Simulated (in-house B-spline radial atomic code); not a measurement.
Results of a calculation; reference values are marked as such.
## Weak and strong correlation along the adiabatic connection

Two-electron singlets in several external potentials (atomic units), by full CI in B-splines with partial waves to l = 8 (correlation energies up to 0.6 % small). The repulsion is scaled by λ at fixed density; W(λ) is the mean repulsion less the Hartree energy, W(0) = E_x, and the area under W from 0 to 1 is E_xc.

One system gave this curve:

```
   λ  W (hartree)
   0      -12.278
0.02       -12.28
0.05      -12.282
0.12      -12.289
0.25      -12.301
 0.4      -12.315
 0.6      -12.333
 0.8      -12.351
   1      -12.369
 1.4      -12.405
   2      -12.457
   3      -12.542
 4.5      -12.664
   7      -12.853
  10      -13.061
```

Q: Which system is it?
A. −Z/r, Z = 20
B. −Z/r, Z = 3, wall at 1 bohr
C. −Z exp(−kr)/r, Z = 2.54, k = 0.213
D. −Z/r, Z = 1.35, wall at 4.79 bohr

A: A. The exchange energy sets the size: −Z/r, Z = 20: E_x = -12.3, E_c = -0.0459; −Z/r, Z = 3, wall at 1 bohr: E_x = -2.27, E_c = -0.0439; −Z exp(−kr)/r, Z = 2.54, k = 0.213: E_x = -1.35, E_c = -0.0429; −Z/r, Z = 1.35, wall at 4.79 bohr: E_x = -0.657, E_c = -0.0392 hartree.
